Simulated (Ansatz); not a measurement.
Cartesian coordinates in Å:
```
N -0.494 -1.134 -0.812
C -0.573 0.138 -0.836
Al 0.397 0.975 0.658
F 0.433 2.612 0.837
S 1.408 -0.321 2.053
H -0.996 -1.577 -1.586
H -1.133 0.664 -1.623
H 0.957 -1.357 1.310
```

The species carries charge 0 and has multiplicity 1.

(1) List the PBE0/def2-TZVPP orbital energies in eV (Ansatz). (An estimate is asked.)

## Answers

(1) Computed: Occupied: -2422.24, -1528.56, -673.11, -391.91, -279.55, -217.62, -161.43, -161.35, -161.29, -114.40, -74.51, -74.37, -74.32, -32.10, -25.73, -20.19, -17.09, -14.49, -13.20, -11.91, -11.71, -11.21, -11.04, -10.07, -9.19, -7.80, -7.57. Lowest empty: -1.79, -0.31, 0.56, 0.81, 0.94, 1.77, 2.67, 3.21.
